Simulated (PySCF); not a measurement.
Basis and Hamiltonian dependence of the excitation energy of As⁺

As⁺ [Ar] 3d10 4s2 4p2 (3P) → As⁺ [Ar] 3d10 4s2 4p1 5s1, s spin flipped. Calculated with PySCF 2.14 from differences of total energies of unrestricted determinants, without spin-orbit coupling. Values in eV.

```json
{"basis": "aug-cc-pwCVDZ-PP with ECP10MDF", "Hamiltonian": "ECP", "functions": "48", "UHF": "9.699", "PBE": "9.562", "PBE0": "9.718", "MP2 (valence)": "9.733"}
{"basis": "x2c-TZVPPall with one added diffuse shell each of s, p, d type", "Hamiltonian": "spin-free X2C", "functions": "57", "UHF": "9.699", "PBE": "9.593", "PBE0": "9.737", "MP2 (valence)": "9.793"}
{"basis": "dyall-av2z", "Hamiltonian": "non-relativistic", "functions": "92", "UHF": "9.774", "PBE": "9.667", "PBE0": "9.808", "MP2 (valence)": "9.792"}
{"basis": "aug-cc-pwCVTZ-PP with ECP10MDF", "Hamiltonian": "ECP", "functions": "96", "UHF": "9.697", "PBE": "9.546", "PBE0": "9.712", "MP2 (valence)": "9.799"}
```

Frozen in the all-electron rows: valence: [Ar] 3d10; with a core potential, the same shells as far as they lie outside it.

In the upper determinant the s electron has its spin opposite to the other open shell, which mixes two multiplicities. Non-relativistic rows lack the scalar-relativistic shift.
